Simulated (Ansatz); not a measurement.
Species: BSiH4F, charge 0, singlet. BSiH4F (SMILES FB[SiH3]).
B3LYP-D3(BJ)/def2-TZVP minimum from Ansatz (a quantum-chemistry and plane-wave program):
```xyz
7

B     -0.3064    -0.8247     0.3862
F      0.7895    -1.3444     0.9228
H     -1.3096    -1.4685     0.5138
Si    -0.2472     0.9612    -0.5876
H     -1.1878     1.9010     0.0755
H     -0.7195     0.7634    -1.9825
H      1.1041     1.5699    -0.6166
```
Charge 0, spin multiplicity 1.

Total energies in hartree (Ansatz). Open shells are spin-unrestricted; no spin-orbit coupling. Correlated methods leave the cores frozen. No relativity. Where a partner has so few electrons that a lower coupled-cluster level is exact, that level stands in.

| species | HF/cc-pV(T+d)Z | CCSD(T)/cc-pV(T+d)Z | HF/cc-pV(Q+d)Z | CCSD(T)/cc-pV(Q+d)Z | CCSD(T)/cc-pV(D+d)Z | CCSDT(Q)/cc-pV(D+d)Z |
|---|---|---|---|---|---|---|
| 1: BSiH4F (SMILES FB[SiH3]) | -415.47556 | -416.00414 | -415.48902 | -416.05405 | -415.83887 | -415.84058 |
| 2: B (doublet) | -24.53207 | -24.59810 | -24.53297 | -24.60084 | -24.58941 | -24.58977 |
| 3: F (doublet) | -99.40552 | -99.62036 | -99.41377 | -99.65026 | -99.52757 | -99.52776 |
| 4: H (doublet) | -0.49981 | -0.49981 | -0.49995 | -0.49995 | -0.49928 | -0.49928 |
| 5: Si (triplet) | -288.85649 | -288.93344 | -288.85845 | -288.93781 | -288.91643 | -288.91690 |

Question: Work out the atomisation energy (electronic, to ground-state atoms) in kcal/mol: take Hartree-Fock from cc-pV(Q+d)Z, extrapolate the CCSD(T) correlation energy as X^-3 (X = 3, 4), and add CCSDT(Q) - CCSD(T) in cc-pV(D+d)Z. 1 hartree = 627.51 kcal/mol.

Answer: 
Species 1: correlation (64·(-0.56503) - 27·(-0.52858))/37 = -0.59163; step -0.00171; E1 = -415.48902 + (-0.59163) + (-0.00171) = -416.08236
Species 2: correlation (64·(-0.06787) - 27·(-0.06603))/37 = -0.06921; step -0.00036; E2 = -24.53297 + (-0.06921) + (-0.00036) = -24.60254
Species 3: correlation (64·(-0.23649) - 27·(-0.21484))/37 = -0.25229; step -0.00019; E3 = -99.41377 + (-0.25229) + (-0.00019) = -99.66625
Species 4: correlation (64·(0.00000) - 27·(0.00000))/37 = 0.00000; step +0.00000; E4 = -0.49995 + (0.00000) + (+0.00000) = -0.49995
Species 5: correlation (64·(-0.07936) - 27·(-0.07695))/37 = -0.08112; step -0.00047; E5 = -288.85845 + (-0.08112) + (-0.00047) = -288.94004
-1·E1 +1·E2 +1·E3 +4·E4 +1·E5 = 0.87373 hartree = 548.3 kcal/mol.
